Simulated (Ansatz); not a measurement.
[closo-1-(Cl)B6H5]2- (B₆H₅Cl²⁻), 12 atoms. Hardware: 4 threads of Intel Xeon on a shared host.

Correlated methods freeze 11 core orbitals. A multiply charged anion in the gas phase is held together partly by the finite basis.

Q: How many basis functions does each of these Ansatz runs have, and roughly what does it cost? PBE-D4/def2-SVPD, charge -2 singlet, relaxation, 5 steps; PBE0-D4/def2-SVPD, charge -2 singlet, energy, from earlier orbitals; B3LYP-D4/6-31G, charge -2 singlet, energy; PBE-D4/def2-SVPD, charge -2 singlet, energy, from earlier orbitals; B3LYP-D4/def2-TZVPD, charge -2 singlet, energy, from earlier orbitals; MP2/def2-TZVPD, charge -2 singlet, energy, from earlier orbitals; HF/STO-3G, charge -2 singlet, energy; PBE0-D4/def2-TZVPD, charge -2 singlet, energy, from earlier orbitals; r2SCAN-D4/def2-TZVPD, charge -2 singlet, energy, from earlier orbitals; PBE-QIDH/def2-TZVPD, charge -2 singlet, energy and forces, from earlier orbitals; HF/6-31G, charge -2 singlet, energy; r2SCAN-D4/def2-TZVPD, charge -2 triplet at the geometry of the charge -2 singlet, energy, from earlier orbitals.

A: Other jobs shared the machine, so times can vary by a factor of up to 3. A dash marks memory too small to be measured apart from the calling script's.

```tsv
run	functions	fitting or Cholesky vectors	wall time	peak host memory (GiB)
HF/STO-3G, charge -2 singlet, energy	44	567	0.56 s	–
HF/6-31G, charge -2 singlet, energy	77	1056	1.4 s	–
B3LYP-D4/6-31G, charge -2 singlet, energy	77	1056	2.5 s	–
PBE-D4/def2-SVPD, charge -2 singlet, energy, from earlier orbitals	187	1550	4.9 s	–
PBE0-D4/def2-SVPD, charge -2 singlet, energy, from earlier orbitals	187	1560	6 s	–
PBE0-D4/def2-TZVPD, charge -2 singlet, energy, from earlier orbitals	313	1553	13 s	0.97
B3LYP-D4/def2-TZVPD, charge -2 singlet, energy, from earlier orbitals	313	1541	13 s	0.98
r2SCAN-D4/def2-TZVPD, charge -2 singlet, energy, from earlier orbitals	313	1525	15 s	–
PBE-D4/def2-SVPD, charge -2 singlet, relaxation, 5 steps	187	1550	20 s	–
MP2/def2-TZVPD, charge -2 singlet, energy, from earlier orbitals	313	2006	21 s	1.3
PBE-QIDH/def2-TZVPD, charge -2 singlet, energy and forces, from earlier orbitals	313	2006	64 s	1.4
r2SCAN-D4/def2-TZVPD, charge -2 triplet at the geometry of the charge -2 singlet, energy, from earlier orbitals	313	2210	3.2 min	1.7
```
